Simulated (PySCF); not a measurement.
F₃Y, singlet, at a GFN2-xTB geometry (such geometries of metal compounds can be far from the true shape) (core potentials on Y). Base run: HF/def2-SVP, polarisability in PySCF.

Input for PySCF:
```python
from pyscf import gto, scf
from pyscf.prop import polarizability

mol = gto.M(
    atom='''
Y     0.06472774   -0.13338777   -0.31196399
F    -1.51758350   -0.69961016    0.53665481
F    -0.10815461    1.73874599   -0.21348865
F     1.34525122   -0.46112215    1.02867778
''',
    basis='def2-svp',
    ecp={'Y': 'def2-svp'},
    verbose=3,
)

mf = scf.RHF(mol)
mf.kernel()
alpha = mf.Polarizability().polarizability()[2, 2]
print('alpha_zz =', alpha)
```

Each row names what was changed in the base input (with any setting that the change needs).

```csv
change,alpha_zz (bohr³),basis functions
base,16.27,73
"functional = lda,vwn",23.30,73
basis = def2-TZVP,18.88,133
functional = pbe,___,73
functional = camb3lyp,20.61,73
finite field (a.u.) = 0.001; conv_tol = 1e-11,16.27,73
finite field (a.u.) = 0.02; conv_tol = 1e-11,16.32,73
finite field (a.u.) = 2e-4; conv_tol = 1e-6,16.00,73
finite field (a.u.) = 0.001; conv_tol = 1e-6,16.15,73
finite field (a.u.) = 0.05; conv_tol = 1e-11,16.60,73
basis = def2-SVPD,21.12,103
finite field (a.u.) = 2e-4; conv_tol = 1e-11,16.27,73
```

### Question
Fill in the missing entries.

### Answer

- functional = pbe, alpha_zz (bohr³): 23.48

Finite-field rows take the second difference of the energy in a field along z; a small field with loose convergence shows SCF noise divided by the square of the field, and a large one adds hyperpolarisability.
